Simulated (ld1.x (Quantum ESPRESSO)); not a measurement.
**Varying the PAW potential for mercury (Hg)**

Base potential:

ld1.x (Quantum ESPRESSO) 7.5 input, shortened:

```
&input
   title='Hg', zed=80., rel=2, dft='BP', iswitch=3,
   config='[Xe] 4f14 5d10 6s0.5 6p0', rel_dist='average'
 /
 &inputp
   pseudotype=3, lpaw=.true., tm=.true., lloc=-1, rcloc=2.35,
   nlcc=.true., new_core_ps=.true., rcore=1.30,
   which_augfun='GAUSS', rmatch_augfun=1.45
 /
6
6S  1  0   0.50   0.00  1.70  2.20  0.0
6S  1  0   0.00   3.50  1.70  2.20  0.0
6P  2  1   0.00   0.00  2.15  2.65  0.0
6P  2  1   0.00   0.40  2.15  2.65  0.0
5D  3  2  10.00   0.00  1.65  2.00  0.0
5D  3  2   0.00   1.00  1.65  2.00  0.0
 &test
   configts(1)='5d10 6s0.5 6p0'
 /
```

Open shells are filled in proportion to 2j + 1 (rel_dist='average').

Cutoffs, loose and tight: the cutoffs (Ry, on a coarse ladder) from which the occupation-weighted sum of valence levels, in a spherical-Bessel basis at the reference potential, stays within 10 and 1 mRy of its value at 400 Ry. They do not see the model core or the augmentation charge, which bear on the density cutoff. Test errors are all-electron minus pseudo excitation energies from the reference, over the configurations 5d10 6s2 6p0; 5d10 6s1 6p0; 5d10 6s0 6p0; 5d10 6s0 6p2; 5d8 6s0 6p0; 5d9 6s2 6p0; 5d9 6s2 6p1. A dash means not determined; rows that change the core or the reference have their own tests. The largest error is taken over the tests solved by every variant that gives reliable tests at all: 5d10 6s0 6p0; 5d10 6s0 6p2; 5d10 6s1 6p0; 5d10 6s2 6p0; 5d9 6s2 6p0; 5d9 6s2 6p1.

Cutoffs are not given where the Bessel-basis levels miss the radial ones by over 6 mRy, ghosts where they miss by over 20 mRy; a channel whose overlap is not positive is not tested.

```csv
change,outcome,"cutoff, loose","cutoff, tight",bound ghosts,largest test error (meV)
base,generated,–,–,not determined,-9.0
"waves 5d (bound): rcut 1.65, rcutus 2.56 bohr; 5d channel at 1 Ry: rcut 1.65, rcutus 2.56 bohr",failed: compute_chi: n is too large,–,–,–,–
"type ultrasoft; local potential all-electron potential smoothed inside 2.65 bohr (lloc = -2); augmentation PSQ, inside the norm-conserving radii",failed: chargeps: negative rho,–,–,–,–
scalar-relativistic,generated,30 Ry,50 Ry,none,+7.3
"augmentation PSQ, inside the norm-conserving radii",failed: new_paw_hamiltonian: negative rho,–,–,–,–
"waves 6p (bound): rcut 2.15, rcutus 2.40 bohr; 6p channel at 0.4 Ry: rcut 2.15, rcutus 2.40 bohr",generated,–,–,not determined,-12
functional LDA (PZ),generated,–,–,not determined,-3.8
local potential all-electron potential smoothed inside 1.80 bohr (lloc = -1),generated,–,–,not determined,-83
reference 5d10 6s2 6p0,generated,–,–,not determined,-74
"core [Kr] 4d10 4f14, valence charge 20; reference 5s2 5p6 5d10 6s1 6p1; waves now 5s (bound): rcut 1.45, rcutus 1.75 bohr; 6s (bound): rcut 1.45, rcutus 1.75 bohr; 5p (bound): rcut 1.80, rcutus 1.90 bohr; 6p (bound): rcut 1.80, rcutus 1.90 bohr; 5d (bound): rcut 1.65, rcutus 2.20 bohr; 5d channel at 1 Ry: rcut 1.65, rcutus 2.20 bohr; local potential all-electron potential smoothed inside 1.80 bohr (lloc = -1); core correction a·sin(br)/r model core, default radius (ld1.x builds one for every PAW set, though the input has nlcc=.false.); augmentation GAUSS, radius 1.50 bohr",generated,–,–,not determined,-32 over the solved tests; test run stopped at test 4 of 7 (negative rho)
"wave 6s channel at 3.5 Ry: rcut 1.70, rcutus 2.20 bohr becomes 6s channel at -0.71 Ry: rcut 1.70, rcutus 2.20 bohr",generated,–,–,not determined,-11
"waves 6s (bound): rcut 1.30, rcutus 1.38 bohr; 6s channel at 3.5 Ry: rcut 1.30, rcutus 1.38 bohr",failed: run_pseudo: Errors in PS-KS equation,–,–,–,–
```

(1) What comes out with this change to the base: local potential all-electron potential smoothed inside 2.88 bohr (lloc = -1)?

Answers

(1) outcome: generated; bound ghosts: not determined; largest test error (meV): -27.
